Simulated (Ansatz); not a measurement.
`CO[SiH](O)O` → H₂O + `CO[Si]O`  (silylene formation by 1,1-elimination)

Program: Ansatz. Geometries: PBE0-D4/def2-TZVP. ΔE: electronic, gas phase. CCSD(T)/CBS adds triple-zeta CCSD(T) − MP2 to the extrapolated MP2 energy (def2 sets, frozen cores). This one scheme is used for every species. DFT in def2-TZVPP. One conformer a species, not always the lowest.

`CO[SiH](O)O`:

```xyz
11

C     1.450   -0.333   -0.925
O     0.261   -0.720   -0.274
Si   -0.867    0.335    0.267
O    -0.356    1.302    1.476
O    -2.103   -0.585    0.811
H     1.255    0.383   -1.732
H     2.155    0.121   -0.221
H     1.911   -1.222   -1.357
H    -1.242    1.261   -0.821
H    -0.280    0.916    2.350
H    -2.185   -1.458    0.426
```

H₂O:

Cartesian coordinates in Å:
```
O -0.166 0.283 0.210
H 0.530 -0.317 0.486
H -0.364 0.034 -0.696
```

`CO[Si]O`:

Z-matrix (Å, degrees):
```
C
O 1 1.411
H 1 1.092 2 109.5
H 1 1.097 2 112.0 3 -120.5
H 1 1.092 2 109.5 3 119.0
Si 2 1.657 1 123.9 3 120.6
O 6 1.644 2 99.6 1 -180.0
H 7 0.963 6 117.2 2 0.0
```

| species | B97M-V energy (Eh) |
| --- | --- |
| `CO[SiH](O)O` | -557.01131 |
| H₂O | -76.43622 |
| `CO[Si]O` | -480.47914 |

Question: Work out ΔE.

Answer: ΔE = (-76.43622) + (-480.47914) − (-557.01131) = 0.09595 Eh = +251.9 kJ/mol. CCSD(T)/CBS gives +249.0 kJ/mol.

Largest T1 diagnostic among the species: 0.014.

From PBE to PBE0 (25 % exact exchange), in def2-TZVPP and without D4, ΔE moves by +22.0 kJ/mol. In def2-TZVPP, CCSD(T) changes the Hartree–Fock value by −20.6 kJ/mol (the triples alone add −2.9 kJ/mol) and MP2 by −8.5 kJ/mol.
